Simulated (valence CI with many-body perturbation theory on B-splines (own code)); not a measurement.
## E1 transitions of Lu XLI

Calculated by configuration interaction combined with many-body perturbation theory (CI+MBPT): three valence electrons over a frozen Dirac-Fock core [Ar] 3d10, a basis of 11 s, 11 p, 9 d, 7 f, 5 g, 2 h, 1 i functions for each j, with the one-electron correlation potential Σ1, the two-electron term Σ2, the three-electron term Σ3, Breit, model QED; selected CI, second order for the rest (own B-spline code, finite nucleus).

The last digits are not significant, and no measured levels were compared; by estimate large intervals hold to a few tenths of a per cent, small ones and those within an open d or f shell to about a per cent.

Lines 101 to 150 of 278 in falling wavelength, among levels below 4169.6 × 10³ cm⁻¹, chosen from the strongest by gf and those to the six lowest levels. Wavelengths and rates use the calculated energies. Electric multipoles are in the length gauge, E1 and E2 with the static RPA response of the core. Weak lines are less certain than strong ones. Lines between different terms over intervals too small for the method are left out, as are lines whose strength nearly cancels. The highest levels of a list are the least certain.

Levels are named by their leading jj configuration (3d3/2^4 stands for four electrons in 3d with j = 3/2), which in mixed levels can hold well under half, so a name can repeat and another be missing. Letters in brackets count levels of one name in rising energy.

```
λ vac (Å)                          Upper                       Lower   A (s⁻¹)  log gf  Branch %
    75.28         (4s 4p3/2 4d5/2) J=1/2          (4s 4p3/2^2) J=1/2  3.80e+11   -0.19      72.4
    75.07         (4s 4p1/2 4f5/2) J=7/2  (4s 4p1/2 4d5/2) J=5/2 [a]  1.47e+10   -1.00       4.1
    75.03         (4s 4p1/2 4d5/2) J=3/2      (4s 4p1/2 4p3/2) J=5/2  4.44e+10   -0.82      14.5
    74.92  (4p1/2 4p3/2 4d5/2) J=3/2 [b]       (4p1/2 4p3/2^2) J=5/2  1.36e+11   -0.34      24.5
    74.76  (4p1/2 4p3/2 4d5/2) J=7/2 [b]  (4s 4p1/2 4d5/2) J=5/2 [b]  1.37e+11   -0.04      23.6
    74.59      (4p1/2 4p3/2 4d3/2) J=5/2      (4s 4p1/2 4d3/2) J=5/2  6.49e+10   -0.49      53.6
    74.52  (4p1/2 4p3/2 4d5/2) J=5/2 [a]      (4s 4p1/2 4d5/2) J=3/2  6.24e+10   -0.51       7.6
    74.44  (4p1/2 4p3/2 4d5/2) J=7/2 [c]       (4p1/2 4p3/2^2) J=5/2  4.88e+11    0.51      77.2
    74.34     (4s 4p1/2 4d5/2) J=5/2 [a]  (4s 4p1/2 4p3/2) J=3/2 [a]  2.54e+11    0.10      98.9
    74.30             (4s^2 4f7/2) J=7/2          (4s 4p3/2^2) J=5/2  1.57e+11    0.02      88.7
    74.20     (4s 4p1/2 4d5/2) J=5/2 [b]      (4s 4p1/2 4p3/2) J=5/2  1.63e+11   -0.09      65.9
    74.02      (4p1/2 4p3/2 4d3/2) J=7/2      (4s 4p1/2 4d3/2) J=5/2  2.06e+10   -0.87      37.4
    73.89         (4s 4p1/2 4f7/2) J=5/2  (4s 4p1/2 4d5/2) J=5/2 [a]  2.42e+10   -0.92       6.9
    73.87  (4p1/2 4p3/2 4d5/2) J=5/2 [a]      (4s 4p1/2 4d5/2) J=7/2  1.91e+10   -1.03       2.3
    73.80  (4p1/2 4p3/2 4d5/2) J=5/2 [c]       (4p1/2 4p3/2^2) J=3/2  6.67e+11    0.51      65.3
    73.71     (4s 4p3/2 4d5/2) J=3/2 [b]          (4s 4p3/2^2) J=1/2  2.93e+11   -0.02      36.7
    73.45     (4s 4p3/2 4d5/2) J=5/2 [b]          (4s 4p3/2^2) J=3/2  5.99e+11    0.46      56.5
    73.40  (4p1/2 4p3/2 4d5/2) J=5/2 [b]  (4s 4p1/2 4d5/2) J=5/2 [b]  2.98e+11    0.16      56.4
    73.37     (4s 4p3/2 4d5/2) J=5/2 [a]          (4s 4p3/2^2) J=5/2  3.40e+11    0.22      95.4
    73.30  (4p1/2 4p3/2 4d5/2) J=7/2 [b]      (4s 4p1/2 4d5/2) J=7/2  8.57e+10   -0.26      14.7
    73.23  (4p1/2 4p3/2 4d5/2) J=7/2 [a]  (4s 4p1/2 4d5/2) J=5/2 [a]  9.43e+10   -0.22      26.0
    73.20     (4s 4p3/2 4d3/2) J=3/2 [b]          (4s^2 4d3/2) J=3/2  2.14e+11   -0.16      24.5
    73.20  (4p1/2 4p3/2 4d5/2) J=3/2 [a]      (4s 4p1/2 4d5/2) J=3/2  3.15e+11    0.01      53.9
    73.04      (4p1/2 4p3/2 4d5/2) J=9/2      (4s 4p1/2 4d5/2) J=7/2  3.14e+11    0.40      89.7
    72.89     (4s 4p3/2 4d5/2) J=3/2 [a]          (4s 4p3/2^2) J=5/2  1.41e+11   -0.35      29.2
    72.82         (4s 4p1/2 4f5/2) J=3/2  (4s 4p1/2 4d3/2) J=3/2 [b]  9.85e+10   -0.50      22.0
    72.78  (4p1/2 4p3/2 4d5/2) J=5/2 [c]       (4p1/2 4p3/2^2) J=5/2  8.92e+10   -0.37       8.7
    72.72  (4p1/2 4p3/2 4d3/2) J=3/2 [a]      (4s 4p1/2 4d3/2) J=5/2  8.68e+10   -0.56      23.4
    72.56         (4s 4p1/2 4f5/2) J=3/2      (4s 4p1/2 4d3/2) J=1/2  4.96e+10   -0.80      11.1
    72.49          (4p1/2 4p3/2^2) J=3/2      (4s 4p1/2 4p3/2) J=1/2  4.91e+11    0.19      55.4
    72.38          (4p1/2 4p3/2^2) J=1/2      (4s 4p1/2 4p3/2) J=1/2  9.35e+10   -0.83      18.5
    72.38          (4p1/2 4p3/2^2) J=5/2  (4s 4p1/2 4p3/2) J=3/2 [b]  3.98e+11    0.27      75.4
    72.10             (4s^2 4d5/2) J=5/2          (4s^2 4p3/2) J=3/2  4.98e+11    0.37     100.0
    71.99  (4p1/2 4p3/2 4d5/2) J=5/2 [b]      (4s 4p1/2 4d5/2) J=7/2  3.65e+10   -0.77       6.9
    71.97         (4s 4p1/2 4f7/2) J=5/2  (4s 4p1/2 4d3/2) J=3/2 [b]  9.80e+10   -0.34      28.0
    71.82  (4p1/2 4p3/2 4d5/2) J=5/2 [a]  (4s 4p1/2 4d5/2) J=5/2 [a]  4.93e+10   -0.64       6.0
    71.82     (4s 4p3/2 4d5/2) J=7/2 [b]          (4s^2 4d5/2) J=5/2  9.12e+11    0.75      97.5
    71.66         (4s 4p1/2 4d5/2) J=3/2  (4s 4p1/2 4p3/2) J=3/2 [a]  1.93e+11   -0.23      62.9
    71.42     (4s 4p3/2 4d5/2) J=3/2 [b]          (4s^2 4d5/2) J=5/2  3.40e+11    0.02      42.7
    71.39          (4p1/2 4p3/2^2) J=3/2  (4s 4p1/2 4p3/2) J=3/2 [b]  1.43e+11   -0.36      16.1
    71.37  (4p1/2 4p3/2 4d3/2) J=3/2 [b]      (4s 4p1/2 4d3/2) J=1/2  2.01e+11   -0.21      19.0
    71.29          (4p1/2 4p3/2^2) J=1/2  (4s 4p1/2 4p3/2) J=3/2 [b]  3.61e+11   -0.26      71.5
    71.28  (4p1/2 4p3/2 4d5/2) J=7/2 [b]  (4s 4p1/2 4d5/2) J=5/2 [a]  3.21e+11    0.29      55.3
    70.97     (4s 4p1/2 4p3/2) J=3/2 [b]          (4s^2 4p1/2) J=1/2  2.58e+11   -0.11      94.3
    70.90     (4s 4p1/2 4d5/2) J=5/2 [b]  (4s 4p1/2 4p3/2) J=3/2 [a]  3.85e+10   -0.76      15.6
    70.70          (4p1/2^2 4p3/2) J=3/2          (4s 4p1/2^2) J=1/2  1.67e+11   -0.30      63.5
    70.59  (4p1/2 4p3/2 4d3/2) J=1/2 [b]      (4s 4p1/2 4d3/2) J=1/2  1.76e+11   -0.58      15.2
    70.59  (4p1/2 4p3/2 4d5/2) J=3/2 [a]  (4s 4p1/2 4d5/2) J=5/2 [a]  1.08e+11   -0.49      18.6
    70.53     (4s 4p3/2 4d5/2) J=3/2 [a]          (4s^2 4d3/2) J=3/2  8.58e+10   -0.59      17.8
    70.45     (4s 4p3/2 4d5/2) J=7/2 [a]          (4s 4p3/2^2) J=5/2  2.80e+11    0.22      70.3
```

Question: How does gf follow from A for the line at 71.39 Å?

Answer: gf = 1.4992 × (2J+1)_upper × A / σ², with σ = 1400719 cm⁻¹ and 2J+1 = 4: gf = 0.436.
